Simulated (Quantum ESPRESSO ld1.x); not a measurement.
Task: These are the eigenvalues of the occupied orbitals of an atom or ion with whole-number occupations (eV). All-electron calculation, scalar-relativistic Kohn-Sham, PW91, spin-unpolarised, spherical densities, point nucleus. Program: ld1.x of Quantum ESPRESSO 7.5.

orbital  eigenvalue
1s         -34377.3
2s         -5350.25
2p         -4800.96
3s         -1094.31
3p         -916.928
3d         -653.817
4s         -197.479
4p         -141.304
4d         -59.4391
5s         -19.8143
5p          -8.2826

Which element is it, and in what charge state? The configuration may be excited.

Result: Z = 54, xenon, charge 0: Xe in [Xe]. The list shows which subshells hold electrons but not how many an open one holds; the 1s level, -1263.3 hartree, gives Z - s = 50.3 by -(Z - s)^2/2, which with screening and relativity narrows Z to a few neighbours, and the depths of the outer levels then fix element, charge and occupations together.
